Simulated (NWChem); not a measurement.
Program: NWChem. System: H3AlCl3N, charge 0, spin multiplicity 1, at a geometry optimised with PBE0/def2-SVP. The structure started from a generated list of species. Level: PBE/def2-TZVP.

Part of the output:

```
             Northwest Computational Chemistry Package (NWChem) 7.3.0
             --------------------------------------------------------

                                NWChem Input Module
                                -------------------

 Scaling coordinates for geometry "geometry" by  1.889725989
 (inverse scale =  0.529177249)

 Turning off AUTOSYM since
 SYMMETRY directive was detected!

                             Geometry "geometry" -> ""
                             -------------------------

 Output coordinates in angstroms (scale by  1.889725989 to convert to a.u.)

  No.       Tag          Charge          X              Y              Z
 ---- ---------------- ---------- -------------- -------------- --------------
    1 Al                  13.0000     0.00805400     0.01008200     0.00000000
    2 Cl                  17.0000    -0.56401900     0.96760000     1.80481200
    3 Cl                  17.0000    -0.56401900     0.96760000    -1.80481200
    4 Cl                  17.0000     1.89026000    -0.96899300     0.00000000
    5 N                    7.0000    -1.23942700    -1.57097800     0.00000000
    6 H                    1.0000    -0.71077300    -2.44616800     0.00000000
    7 H                    1.0000    -1.83785300    -1.55678200    -0.82890600
    8 H                    1.0000    -1.83785300    -1.55678200     0.82890600

 Effective nuclear repulsion energy (a.u.)     418.5286943781

            Nuclear Dipole moment (a.u.)
            ----------------------------
        X                 Y               Z
 ---------------- ---------------- ----------------
     0.0000151178     0.0000132281     0.0000000000

      Symmetry information
      --------------------

 Group name             Cs
 Group number              2
 Group order               2
 No. of unique centers     6

      Symmetry unique atoms

     1    2    4    5    6    7


 Summary of "ao basis" -> "" (spherical)
 ------------------------------------------------------------------------------
       Tag                 Description            Shells   Functions and Types
 ---------------- ------------------------------  ------  ---------------------
 *                         def2-tzvp                  on all atoms

  pbe96 is a nonlocal functional; adding pw91lda local functional.

                                 NWChem DFT Module
                                 -----------------

 Summary of "ao basis" -> "ao basis" (spherical)
[...]
 Vector   36  Occ=2.000000D+00  E=-2.749823D-01  Symmetry=a"
              MO Center= -3.6D-01,  7.3D-01, -9.9D-10, r^2= 4.8D+00
   Bfn.  Coefficient  Atom+Function         Bfn.  Coefficient  Atom+Function
  ----- ------------  ---------------      ----- ------------  ---------------
    53      0.257668  2 Cl py                90     -0.257668  3 Cl py
    52      0.199795  2 Cl px                89     -0.199795  3 Cl px
    56      0.168963  2 Cl py                93     -0.168963  3 Cl py
   128     -0.158237  4 Cl pz                54     -0.153158  2 Cl pz
    91     -0.153158  3 Cl pz                55      0.131031  2 Cl px

 Vector   37  Occ=2.000000D+00  E=-2.612826D-01  Symmetry=a"
              MO Center=  2.5D-01,  3.1D-01,  1.7D-13, r^2= 5.5D+00
   Bfn.  Coefficient  Atom+Function         Bfn.  Coefficient  Atom+Function
  ----- ------------  ---------------      ----- ------------  ---------------
   128      0.316182  4 Cl pz                52     -0.215085  2 Cl px
    89      0.215085  3 Cl px               131      0.211891  4 Cl pz
    53      0.169757  2 Cl py                90     -0.169757  3 Cl py
    54     -0.158315  2 Cl pz                91     -0.158315  3 Cl pz
   125      0.152416  4 Cl pz                55     -0.144134  2 Cl px

 Vector   38  Occ=0.000000D+00  E=-4.828149D-02  Symmetry=a'
              MO Center= -1.4D+00, -1.7D+00,  4.2D-14, r^2= 5.2D+00
   Bfn.  Coefficient  Atom+Function         Bfn.  Coefficient  Atom+Function
  ----- ------------  ---------------      ----- ------------  ---------------
   153      1.682966  5 N  s                182     -0.760779  6 H  s
   188     -0.760718  7 H  s                194     -0.760718  8 H  s
     5     -0.547196  1 Al s                151      0.254713  5 N  s
    42      0.162279  2 Cl s                 79      0.162279  3 Cl s
   116      0.162299  4 Cl s                129     -0.135054  4 Cl px

 Vector   39  Occ=0.000000D+00  E=-5.528029D-03  Symmetry=a'
              MO Center=  4.2D-01,  5.3D-01, -8.7D-14, r^2= 4.7D+00
   Bfn.  Coefficient  Atom+Function         Bfn.  Coefficient  Atom+Function
  ----- ------------  ---------------      ----- ------------  ---------------
     5      0.788755  1 Al s                  4      0.566137  1 Al s
    19      0.382315  1 Al py               153      0.307602  5 N  s
    18      0.301841  1 Al px               130     -0.264865  4 Cl py
    42     -0.246637  2 Cl s                 79     -0.246637  3 Cl s
   116     -0.246703  4 Cl s                 57      0.241730  2 Cl pz

 Vector   40  Occ=0.000000D+00  E= 2.088617D-02  Symmetry=a'
              MO Center= -9.7D-01, -2.0D+00,  3.0D-09, r^2= 4.2D+00
   Bfn.  Coefficient  Atom+Function         Bfn.  Coefficient  Atom+Function
  ----- ------------  ---------------      ----- ------------  ---------------
   182      1.701414  6 H  s                188     -0.850698  7 H  s
   194     -0.850698  8 H  s                160     -0.655527  5 N  px
   161      0.517310  5 N  py               181      0.208468  6 H  s
   154     -0.187707  5 N  px                30      0.179531  1 Al d  2
    28     -0.158993  1 Al d  0             155      0.148129  5 N  py

 center of mass
 --------------
 x =   0.06465235 y =   0.08194468 z =   0.00000000

 moments of inertia (a.u.)
 ------------------
        1330.960104800335         241.591927101837           0.000000000000
         241.591927101837        1446.450055825789           0.000000000000
           0.000000000000           0.000000000000        1140.461167355294

     Multipole analysis of the density
     ---------------------------------

     L   x y z        total         alpha         beta         nuclear
     -   - - -        -----         -----         ----         -------
     0   0 0 0     -0.000000    -37.000000    -37.000000     74.000000

     1   1 0 0     -1.486524     -0.743270     -0.743270      0.000015
     1   0 1 0     -1.884443     -0.942228     -0.942228      0.000013
     1   0 0 1     -0.000000     -0.000000     -0.000000      0.000000

     2   2 0 0    -40.893383   -180.382351   -180.382351    319.871320
     2   1 1 0      6.780972     54.459498     54.459498   -102.138025
     2   1 0 1     -0.000000     -0.000000     -0.000000      0.000000
     2   0 2 0    -37.649380   -154.351225   -154.351225    271.053070
     2   0 1 1     -0.000000     -0.000000     -0.000000      0.000000
     2   0 0 2    -46.243515   -223.322669   -223.322669    400.401823

 Task  times  cpu:       21.8s     wall:       21.8s

 Total times  cpu:       21.8s     wall:       21.8s
```

Write an NWChem input that would produce this output.

This is not unique; one that fits is 
```
start mol
memory heap 200 mb stack 900 mb global 1100 mb
geometry units angstroms nocenter noautoz
  Al     0.008054     0.010082     0.000000
  Cl    -0.564019     0.967600     1.804812
  Cl    -0.564019     0.967600    -1.804812
  Cl     1.890260    -0.968993     0.000000
  N     -1.239427    -1.570978     0.000000
  H     -0.710773    -2.446168     0.000000
  H     -1.837853    -1.556782    -0.828906
  H     -1.837853    -1.556782     0.828906
  symmetry group Cs
end
basis spherical
  * library def2-tzvp
end
dft
  xc xpbe96 cpbe96
  semidirect memsize 60000000 filesize 0
  iterations 100
end
task dft energy
```
